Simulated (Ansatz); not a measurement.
**SnSiH6 (SMILES [SiH3][SnH3]): the energy to break a bond**

SnSiH6 has 8 atoms, charge 0, and is taken as a singlet. SMILES: `[SiH3][SnH3]`. Geometry: optimised at B3LYP/def2-SVP.

```xyz
8

Si   -0.6303    0.1231   -1.1672
Sn    0.6182   -0.1304    1.0895
H    -2.0847    0.3582   -0.9281
H    -0.4734   -1.1149   -1.9858
H    -0.0784    1.2780   -1.9347
H     0.4576    1.2945    2.0421
H     2.2968   -0.4141    0.8333
H    -0.0136   -1.4512    1.9950
```

Wanted: the dissociation energy of the Sn2–Si1 bond into doublet SnH3 and doublet SiH3 (shapes relaxed at B3LYP/def2-SVP, no zero-point term). 1 Eh = 2625.50 kJ/mol = 27.2114 eV. Totals in Eh; open shells run unrestricted unless said.

| level | program | SnSiH6 | doublet SnH3 | doublet SiH3 |
| --- | --- | --- | --- | --- |
| HF/def2-TZVP (core potential) | Ansatz | -505.760669 | -215.047683 | -290.636571 |
| PBE/def2-TZVP (core potential) | Ansatz | -507.207873 | -216.027132 | -291.076360 |
| B3LYP/def2-TZVP (core potential) | Ansatz | -507.483525 | -216.120117 | -291.262437 |

**Question.** Work out the dissociation energy at each level.

**Answer.** 
1. HF/def2-TZVP (core potential): (-215.047683) + (-290.636571) − (-505.760669) = 0.076415 Eh = 200.6 kJ/mol = 2.08 eV.
2. PBE/def2-TZVP (core potential): (-216.027132) + (-291.076360) − (-507.207873) = 0.104381 Eh = 274.1 kJ/mol = 2.84 eV.
3. B3LYP/def2-TZVP (core potential): (-216.120117) + (-291.262437) − (-507.483525) = 0.100971 Eh = 265.1 kJ/mol = 2.75 eV.

The levels span 201 to 274 kJ/mol; no measured value is set beside them. Hartree–Fock lacks the correlation of the bonding electrons, so it comes out low. A bond enthalpy at 298 K also holds the loss of zero-point energy and thermal terms.
